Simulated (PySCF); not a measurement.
# Electronic structure of Sr (strontium, neutral) at the UHF level

Configuration: [Kr] 5s1 5p1, high-spin 3P determinant (an excited configuration). All numbers are calculated (PySCF 2.14, a scalar-relativistic core potential, in def2-TZVPPD with the def2 core potential (28 electrons)).

| Item | Value |
| --- | --- |
| Total energy | -30.310918 hartree |
| One-electron energy | -49.4226 hartree |
| Hartree (Coulomb) energy | 23.0160 hartree |
| Exchange energy | -3.9043 hartree |
| ⟨S²⟩ | 2.0002 |
| ⟨L²⟩ | 2.114 |
| Sum of ⟨r⟩ | 22.33 bohr |
| Sum of ⟨r²⟩ | 79.11 bohr² |
| Traceless quadrupole moment −½Σ⟨3z² − r²⟩ along its main axis | -17.3 e·bohr² |

```json
{"shell": "4s α", "electrons": "1", "mean orbital energy (eV)": "-54.435", "spread (eV)": "0", "rms radius, mean of both spins (bohr)": "1.46"}
{"shell": "4s β", "electrons": "1", "mean orbital energy (eV)": "-54.141", "spread (eV)": "0", "rms radius, mean of both spins (bohr)": "1.46"}
{"shell": "4p α", "electrons": "3", "mean orbital energy (eV)": "-31.034", "spread (eV)": "0.073", "rms radius, mean of both spins (bohr)": "1.68"}
{"shell": "4p β", "electrons": "3", "mean orbital energy (eV)": "-30.843", "spread (eV)": "0.295", "rms radius, mean of both spins (bohr)": "1.68"}
{"shell": "5s α", "electrons": "1", "mean orbital energy (eV)": "-6.619", "spread (eV)": "0", "rms radius, mean of both spins (bohr)": "4.74"}
{"shell": "5p α", "electrons": "1", "mean orbital energy (eV)": "-3.921", "spread (eV)": "0", "rms radius, mean of both spins (bohr)": "5.94"}
```

Energies and moments cover only the electrons outside the core potential.
